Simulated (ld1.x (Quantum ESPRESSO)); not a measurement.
**indium (In): excitation energies, all-electron against TM**

- Element: In
- Generator: ld1.x (Quantum ESPRESSO) 7.5
- Type: norm-conserving Troullier–Martins (Kleinman–Bylander form)
- Functional: PBE
- Relativity: fully relativistic
- Frozen core: [Ar] 3d10
- Valence charge: 21
- Reference configuration: 4s2 4p6 4d10 5s2 5p0 (charge +1)
- Partial waves: 4s (bound): rc 0.95 bohr; 4p (bound): rc 1.10 bohr; 4d (bound): rc 1.25 bohr
- Local potential: the d channel
- Core correction: none

Open shells are filled in proportion to 2j + 1 (rel_dist='average').

Occupied shells without a wave of their own: 5s. They enter only through the test configuration that unscreens the potential.

Energies are relative to the spin-unpolarised reference configuration 4s2 4p6 4d10 5s2 5p0; without spin polarisation the order of configurations can differ from experiment. The d channel is local and has no spin–orbit splitting in the pseudo-atom.

| valence configuration | charge | ΔE all-electron (eV) | error AE − PS (meV) |
| --- | --- | --- | --- |
| 4s2 4p6 4d10 5s2 5p1 | 0 | -5.374 | +18 |
| 4s2 4p6 4d10 5s1 5p0 | +2 | 19.235 | -123 |
| 4s2 4p6 4d9 5s0 5p0 | +4 | 103.938 | -399 |
| 4s2 4p6 4d9 5s2 5p1 | +1 | 19.734 | +50 |
| 4s2 4p5 4d10 5s2 5p1 | +1 | 80.405 | +53 |
| 4s2 4p6 4d9 5s2 5p2 | 0 | 12.914 | +70 |

**Question.** What are ΔE and the potential's error for 4s2 4p6 4d10 5s0 5p0?

**Answer.** ΔE = 47.555 eV all-electron; the error (AE − PS) is -297 meV.

Levels in the configuration 4s2 4p5 4d10 5s2 5p1:

| level | all-electron (eV) | pseudo (eV) |
| --- | --- | --- |
| 4s j=1/2 | -135.426 | -135.369 |
| 4p j=1/2 | -98.258 | -98.202 |
| 4p j=3/2 | -91.456 | -91.401 |
| 4d j=3/2 | -33.454 | -32.839 |
| 4d j=5/2 | -32.522 | -32.839 |
| 5s j=1/2 | -17.499 | -17.621 |
| 5p j=1/2 | -10.545 | -10.565 |
| 5p j=3/2 | -10.005 | -10.039 |

The 5s level has no wave, so the channel is fitted at the deeper level alone: the likely source of the large errors.

The potential misses its own reference levels by up to 0.5 eV.
